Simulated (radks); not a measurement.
Q: These are the eigenvalues of the occupied orbitals of an atom or ion with whole-number occupations (hartree). Method: Dirac Kohn-Sham, LDA (Slater exchange, Perdew-Wang correlation), spin-unpolarised, spherical densities, finite nucleus; Fermi nuclear charge, rms radius of each element as measured or else 0.836 A^(1/3) + 0.57 fm; computed with a radial shooting solver on a logarithmic mesh with Libxc functionals.

orbital  eigenvalue
1s1/2     -236.3455
2s1/2     -27.91372
2p1/2     -24.03928
2p3/2     -23.65685
3s1/2      -3.79432
3p1/2      -2.69021
3p3/2      -2.64326
3d3/2      -0.90627
3d5/2      -0.90170

Which element is it, and in what charge state? The configuration may be excited. Open shells, if any, fill j = l - 1/2 first.

A: Z = 25, manganese, charge +2: Mn2+ in [Ar] 3d5. The list shows which subshells hold electrons but not how many an open one holds; the 1s level, -236.35 hartree, gives Z - s = 21.7 by -(Z - s)^2/2, which with screening and relativity narrows Z to a few neighbours, and the depths of the outer levels then fix element, charge and occupations together.
